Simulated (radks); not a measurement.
Question: Radial electron density D(r) = 4 pi r^2 rho(r) of an atom or ion with 36 electrons. Calculated with a radial shooting solver on a logarithmic mesh with Libxc functionals: scalar-relativistic Kohn-Sham, r2SCAN, spin-polarised, spherical densities, finite nucleus; meta-GGA in the generalised Kohn-Sham scheme; Fermi nuclear charge, rms radius of each element as measured or else 0.836 A^(1/3) + 0.57 fm.

r (bohr),D(r) (e/bohr)
0.002148,12.29
0.002731,17.54
0.003472,24.53
0.004449,33.80
0.005656,44.64
0.007247,57.05
0.009213,68.76
0.01181,78.20
0.01501,82.42
0.01908,80.85
0.02445,75.57
0.03108,73.03
0.03983,79.86
0.05063,95.20
0.06437,107.6
0.08249,103.1
0.1049,85.15
0.1344,77.03
0.1708,88.46
0.2172,91.16
0.2783,63.10
0.3538,33.22
0.4533,25.00
0.5763,20.67
0.7385,8.884
0.9388,1.660
1.193,0.1128
1.529,0.001934

What is the nuclear charge?

Answer: Z = 62. The innermost maximum, from 1s, lies near gamma/Z bohr with gamma = sqrt(1 - (Z/c)^2) = 0.892, here 0.0144 bohr (found: 0.0157), and its height grows with Z. The density is that of the samarium ion Sm26+ in [Kr]; the configuration itself is not fixed sharply by these data, and Z only to a few units. D(r) has 3 maxima, at r = 0.0157, 0.0692, 0.199 bohr, and minima at 0.0301, 0.129 bohr, inside which lie 1.94, 11.00 electrons.
